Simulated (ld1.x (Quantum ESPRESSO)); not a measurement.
Which change was made? (Zn, RRKJ)

zinc (Zn), norm-conserving RRKJ (Kleinman–Bylander form), made with ld1.x (Quantum ESPRESSO) 7.5 (LDA (PZ), scalar-relativistic). Core [Ne], reference 3s2 3p6 3d10 4s0 4p0 (charge +2). Waves: 3p (bound): rc 1.10 bohr; 3d (bound): rc 1.20 bohr; 3s (bound): rc 1.05 bohr. Local part: the s channel. Core correction: none. rho0 = 0.01.

Cutoffs, loose and tight: the cutoffs (Ry, on a coarse ladder) from which the occupation-weighted sum of valence levels, in a spherical-Bessel basis at the reference potential, stays within 10 and 1 mRy of its value at 400 Ry. They do not see the model core or the augmentation charge, which bear on the density cutoff. Test errors are all-electron minus pseudo excitation energies from the reference, over the configurations 3s2 3p6 3d10 4s2 4p0; 3s2 3p6 3d10 4s1 4p0; 3s2 3p6 3d9 4s0 4p0; 3s2 3p5 3d10 4s2 4p0; 3s2 3p6 3d10 4s1.5 4p0; 3s2 3p6 3d10 4s0 4p2; 3s2 3p6 3d8 4s0 4p0 (two spin-polarised tests are not counted in the largest error); variants that change the core or the reference have their own tests.

The base gives: outcome: generated; cutoff, loose: 160 Ry; cutoff, tight: 200 Ry; bound ghosts: none; largest test error (meV): +2557.

Q: After one change the result is: outcome: generated, misses its reference levels by 0.81 eV; cutoff, loose: 160 Ry; cutoff, tight: 200 Ry; bound ghosts: none; largest test error (meV): -3944. Which change was it?
A. wave 3s (bound): rc 1.05 bohr becomes 3s (bound): rc 1.32 bohr
B. wave 3d (bound): rc 1.20 bohr becomes 3d (bound): rc 0.88 bohr
C. reference 3s2 3p6 3d10 4s2 4p0

A: C. The others give: wave 3s (bound): rc 1.05 bohr becomes 3s (bound): rc 1.32 bohr → outcome: generated; cutoff, loose: 140 Ry; cutoff, tight: 200 Ry; bound ghosts: none; largest test error (meV): +6227 | wave 3d (bound): rc 1.20 bohr becomes 3d (bound): rc 0.88 bohr → outcome: generated; cutoff, loose: 230 Ry; cutoff, tight: over 300 Ry; bound ghosts: none; largest test error (meV): +2653.
